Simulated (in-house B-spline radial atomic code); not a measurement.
Ne⁶⁺. Computed with a B-spline radial atomic code. Model: all-electron spherical atom, spin shells full or empty, radial basis limit, no spin-orbit coupling, Breit or QED, empty-state partial waves extrapolated as (l+1/2)^-4, RPA, G0W0 and static COHSEX of the highest shell as one setting changes (uncorrelated shells keep exact exchange).

Empty levels are discrete states of a finite basis, so the steps are uneven.

Given: element Ne; charge 6; filled core He; hamiltonian non-relativistic; mean-field start r2SCAN; highest l of empty states 9; lowest nl shells left uncorrelated 0; highest mean-field shell 2s; box radius 9.29 bohr.

Shell: 2s 1 1 (electrons up and down).

| highest empty level kept (hartree) | RPA correlation energy (hartree) | G0W0 level (eV) | G0W0 minus most complete (meV) | COHSEX level (eV) | linearised minus solved G0W0 (meV) |
| --- | --- | --- | --- | --- | --- |
| 16.33 | -0.2071 | -206.83 | 257.1 | -211.03 | 196.3 |
| 32.67 | -0.22314 | -206.93 | 163.6 | -211.56 | 198 |
| 57.17 | ? | ? | ? | ? | ? |
| 98 | -0.25438 | -207 | 86 | -211.86 | 199.8 |
| 163.33 | -0.27082 | -207.03 | 55.9 | -211.95 | 200.6 |
| 294 | -0.28362 | -207.06 | 31.3 | -212.02 | 201.2 |
| 490 | -0.29167 | -207.07 | 15.7 | -212.07 | 201.6 |
| 980 | -0.29714 | -207.08 | 5.1 | -212.1 | 201.9 |
| 1960 | ? | ? | ? | ? | ? |
| 4083.3 | -0.29943 | -207.09 | 0.6 | -212.11 | 202 |
| 9800 | -0.29967 | -207.09 | 0.1 | -212.11 | 202 |
| 32667 | -0.29971 | -207.09 | 0 | -212.11 | 202 |

Problem. What follows for highest empty level kept = 57.17?

Solution. RPA correlation energy -0.23731 hartree; G0W0 level -206.97 eV; G0W0 minus most complete 124.6 meV; COHSEX level -211.73 eV; linearised minus solved G0W0 198.9 meV.

Problem. What follows for highest empty level kept = 1960?

Solution. RPA correlation energy -0.2987 hartree; G0W0 level -207.09 eV; G0W0 minus most complete 2.1 meV; COHSEX level -212.11 eV; linearised minus solved G0W0 201.9 meV.
